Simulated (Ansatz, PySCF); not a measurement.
The pair A = CHN (SMILES C#N) (first 3 atoms), B = HBr (SMILES Br); geometry from B3LYP-D3(BJ)/def2-TZVP.
(charge 0, multiplicity 1):
```xyz
5

C     -0.43984    -0.08430    -0.45793
N     -0.26343    -0.21409     0.66507
H     -0.60444     0.03681    -1.50541
Br     0.28213    -0.61515     4.13039
H      0.06018    -0.45154     2.72170
```

Frozen-core correlation. Filled d and f shells under p-block atoms count as core. CBS: X⁻³ extrapolation of the correlation energy, Hartree–Fock from the larger set. MP2 and its Hartree–Fock in aug-cc-pVQZ are density fitted.

Programs: Ansatz (Gaussian orbitals); PySCF for the dispersion terms. 

The monomers are drawn apart, rigid, along the line of their centres of mass. Counterpoise-corrected interaction energies (kcal/mol):

```
level                                                     R = 4.942 Å  R = 5.780 Å
--------------------------------------------------------  -----------  -----------
PBE/def2-TZVPPD                                               -2.2088      -1.0716
PBE-D3(BJ)/def2-TZVPPD                                        -2.4952      -1.1864
wB97M-V/def2-TZVPPD                                           -2.2887      -1.1483
MP2/CBS(aug-cc-pVTZ, aug-cc-pVQZ) + ΔCCSD(T)/aug-cc-pVTZ      -2.4002      -1.1705
```

Question: R is the distance of the centres of mass. Find the local exponent m of E ∝ R⁻ᵐ between the two points.

Answer: 
m = ln(E₁/E₂)/ln(R₂/R₁): PBE/def2-TZVPPD 4.6; PBE-D3(BJ)/def2-TZVPPD 4.7; wB97M-V/def2-TZVPPD 4.4; MP2/CBS(aug-cc-pVTZ, aug-cc-pVQZ) + ΔCCSD(T)/aug-cc-pVTZ 4.6. For scale, two fixed dipoles give m = 3, dipole and quadrupole 4, quadrupoles 5, and dispersion or dipole-induced dipole 6 at long range; at these distances several terms mix, and what is left of overlap and damping shifts m, so it need not match one of them.

Ansatz is an electronic-structure program.
